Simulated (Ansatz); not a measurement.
Pt3W. Charge 0, multiplicity 1. Geometry PBE-D4/def2-SVP.

Cartesian coordinates in Å:
```
W 0.276 0.016 0.264
Pt 1.222 1.031 -1.527
Pt -1.421 1.162 1.233
Pt -0.077 -2.210 0.031
```

In the def2 sets Pt, W take a core potential; there is no spin–orbit coupling. The structure comes from a short search, and lower isomers may exist.

Q: Estimate the orbital energies around the gap (eV) in Ansatz with PBE-D4/def2-TZVP, r2SCAN-D4/def2-TZVPD, B97M-V/def2-TZVP, PBE0-D4/def2-TZVP, PBE0-D4/def2-TZVPD.

A: 
| orbital | PBE-D4/def2-TZVP | r2SCAN-D4/def2-TZVPD | B97M-V/def2-TZVP | PBE0-D4/def2-TZVP | PBE0-D4/def2-TZVPD |
| --- | --- | --- | --- | --- | --- |
| HOMO−13 | -8.89 | -9.07 | -8.99 | -10.00 | -10.01 |
| HOMO−12 | -8.12 | -8.24 | -8.14 | -9.05 | -9.05 |
| HOMO−11 | -7.45 | -7.59 | -7.58 | -8.46 | -8.46 |
| HOMO−10 | -7.45 | -7.59 | -7.58 | -8.46 | -8.46 |
| HOMO−9 | -7.09 | -7.22 | -7.20 | -8.08 | -8.08 |
| HOMO−8 | -7.06 | -7.21 | -7.07 | -8.00 | -8.00 |
| HOMO−7 | -6.44 | -6.60 | -6.59 | -7.66 | -7.66 |
| HOMO−6 | -6.44 | -6.59 | -6.59 | -7.66 | -7.66 |
| HOMO−5 | -6.43 | -6.59 | -6.57 | -7.65 | -7.65 |
| HOMO−4 | -6.35 | -6.49 | -6.48 | -7.53 | -7.54 |
| HOMO−3 | -6.35 | -6.49 | -6.48 | -7.53 | -7.54 |
| HOMO−2 | -6.25 | -6.40 | -6.42 | -7.49 | -7.49 |
| HOMO−1 | -5.63 | -5.77 | -5.47 | -6.28 | -6.28 |
| HOMO | -5.63 | -5.77 | -5.47 | -6.28 | -6.28 |
| LUMO | -4.92 | -4.82 | -4.84 | -4.18 | -4.18 |
| LUMO+1 | -4.21 | -4.12 | -4.10 | -3.41 | -3.42 |
| LUMO+2 | -4.21 | -4.12 | -4.10 | -3.41 | -3.42 |
| LUMO+3 | -3.21 | -3.07 | -3.12 | -2.48 | -2.49 |
| LUMO+4 | -3.21 | -3.07 | -3.12 | -2.48 | -2.49 |
| LUMO+5 | -2.75 | -2.53 | -2.69 | -2.03 | -2.05 |
